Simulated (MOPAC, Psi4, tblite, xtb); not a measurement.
Interaction energy of H6Si2 ··· H4N+ (SMILES [SiH3][SiH3] and [NH4+]) (charge +1). Monomers: optimised at B3LYP-D3(BJ) (def2-TZVP), held rigid. Orientation: a random orientation, not optimised. Only R, the distance of the centres of mass, is varied, so the lowest point isn't the relaxed dimer.

Geometry at R = 4.70 Å (first 8 atoms: monomer A):
```
13

Si     1.1709     0.0122    -0.0538
Si    -1.1709    -0.0123     0.0538
H      1.7219    -1.2748     0.4358
H      1.6195     0.2184    -1.4525
H      1.7129     1.1093     0.7843
H     -1.7219     1.2748    -0.4358
H     -1.7130    -1.1094    -0.7843
H     -1.6194    -0.2183     1.4525
N      1.1943     3.6911     2.6532
H      2.0292     4.1111     3.0744
H      1.3496     2.6873     2.5148
H      0.3913     3.8300     3.2749
H      1.0073     4.1358     1.7488
```

- GFN2-xTB (tblite)
- AM1, restricted, heats of formation (MOPAC)
- GFN1-xTB (xtb)
- SAPT0/jun-cc-pVDZ, frozen core (Psi4)

Interaction energies in kcal/mol; the last columns give the difference from SAPT0:

| R / Å | GFN2-xTB | AM1 | GFN1-xTB | SAPT0/jun-cc-pVDZ | GFN2-xTB − SAPT0/jun-cc-pVDZ | AM1 − SAPT0/jun-cc-pVDZ | GFN1-xTB − SAPT0/jun-cc-pVDZ |
|---|---|---|---|---|---|---|---|
| 4.13 | -4.94 | -2.47 | -4.19 | -3.22 | -1.72 | 0.75 | -0.97 |
| 4.26 | -4.68 | -2.66 | -4.13 | -3.33 | -1.34 | 0.67 | -0.80 |
| 4.51 | -3.88 | -2.53 | -3.57 | -3.15 | -0.73 | 0.62 | -0.42 |
| 4.70 | -3.25 | -2.23 | -2.98 | -2.85 | -0.40 | 0.62 | -0.13 |
| 4.92 | -2.62 | -1.84 | -2.30 | -2.46 | -0.16 | 0.62 | 0.16 |
| 5.13 | -2.15 | -1.52 | -1.75 | -2.10 | -0.05 | 0.58 | 0.35 |
| 5.42 | -1.66 | -1.18 | -1.17 | -1.66 | 0.00 | 0.48 | 0.50 |
| 5.73 | -1.30 | -0.94 | -0.77 | -1.29 | -0.01 | 0.35 | 0.52 |
| 6.22 | -0.92 | -0.69 | -0.43 | -0.88 | -0.05 | 0.19 | 0.45 |
| 6.93 | -0.60 | -0.46 | -0.22 | -0.52 | -0.07 | 0.06 | 0.30 |
| 7.92 | -0.35 | -0.28 | -0.10 | -0.28 | -0.07 | 0.00 | 0.18 |
| 9.22 | -0.19 | -0.16 | -0.04 | -0.14 | -0.05 | -0.02 | 0.10 |

GFN2-xTB is furthest from SAPT0/jun-cc-pVDZ at 4.13 (-1.72 kcal/mol, below); its mean absolute difference over the points is 0.39 kcal/mol.

AM1 is furthest from SAPT0/jun-cc-pVDZ at 4.13 (0.75 kcal/mol, above); its mean absolute difference over the points is 0.41 kcal/mol.

GFN1-xTB is furthest from SAPT0/jun-cc-pVDZ at 4.13 (-0.97 kcal/mol, below); its mean absolute difference over the points is 0.41 kcal/mol.
